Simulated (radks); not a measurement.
Spherical quantum dot in the effective-mass picture: electrons in a parabolic well V = omega^2 r^2 / 2 with omega = 0.243, all in effective atomic units (hartree* = m*/eps^2 hartree, bohr* = eps/m* bohr), one dielectric constant everywhere. Method: non-relativistic Kohn-Sham, PBEsol, spin-polarised, spherical densities; computed with a radial shooting solver with Libxc functionals. Levels are named by radial order and angular momentum (1s, 1p, 1d, 2s, ...), and open shells are averaged over m.

N = 7, configuration 1s2 1p(up 3, down 2). This is the lowest configuration that the search found. Occupied levels:

level    occupation  eigenvalue (hartree*)  <r> (bohr*)
1s up             1                 1.9332        3.346
1s down           1                 1.9449        3.325
1p up             3                 2.0489        4.028
1p down           2                 2.0620        4.030

Energy (hartree*): total 8.81917, kinetic 1.0965, external 3.3448, Hartree 5.7363, exchange-correlation -1.3584.
